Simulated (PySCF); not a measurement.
C2H6NO, SMILES CC(N)=[OH+], charge +1. Atoms are numbered in the order given.

```xyz
10

C     -0.3816    -1.3722     0.0000
C      0.0153     0.0605     0.0000
N     -0.8572     1.0308     0.0000
O      1.2636     0.4208     0.0000
H      0.0389    -1.8665     0.8919
H     -1.4710    -1.5003     0.0000
H      0.0389    -1.8665    -0.8919
H     -0.5482     2.0045     0.0000
H     -1.8566     0.8426     0.0000
H      1.8881    -0.3256     0.0000
```
Charge +1, spin multiplicity 1.

Coordinates come from a B3LYP-D3(BJ)/def2-SVP optimisation. The isomer is the one that the SMILES or the coordinates give; other isomers of the formula were not compared. One conformer was computed; it need not be the lowest.

These are PySCF with TDDFT-PBE/def2-SVPD values and carry that method's errors.

Vertical excitations.  State labels are in the subgroup Cs.

List the lowest excited states. (The exact figures need the calculation; the answer reports its results.)


| state | symmetry | energy (eV) | λ (nm) | f | main pairs |
|---|---|---|---|---|---|
| S1 | A" | 7.52 | 165 | 0.001 | HOMO−1→LUMO 99 % |
| S2 | A' | 7.80 | 159 | 0.258 | HOMO→LUMO 96 % |
| S3 | A" | 8.22 | 151 | 0.003 | HOMO−3→LUMO 97 % |
| S4 | A' | 8.28 | 150 | 0.145 | HOMO−2→LUMO 96 % |
| S5 | A" | 8.45 | 147 | 0.000 | HOMO→LUMO+1 99 % |
| S6 | A" | 9.54 | 130 | 0.015 | HOMO→LUMO+2 98 % |
| S7 | A' | 9.73 | 127 | 0.021 | HOMO−1→LUMO+1 99 % |
| S8 | A" | 9.88 | 125 | 0.001 | HOMO−2→LUMO+1 99 % |
| S9 | A" | 10.12 | 123 | 0.002 | HOMO→LUMO+3 99 % |
| S10 | A' | 10.35 | 120 | 0.057 | HOMO−3→LUMO+1 98 % |
| T1 | A' | 5.48 | 226 | 0 | HOMO→LUMO 99 % |
| T2 | A" | 7.17 | 173 | 0 | HOMO−1→LUMO 97 % |
| T3 | A' | 7.28 | 170 | 0 | HOMO−2→LUMO 98 % |
| T4 | A" | 7.83 | 158 | 0 | HOMO−3→LUMO 96 % |
Triplets are in the Tamm–Dancoff approximation, which puts them higher than full response would, so one can lie above its singlet here.
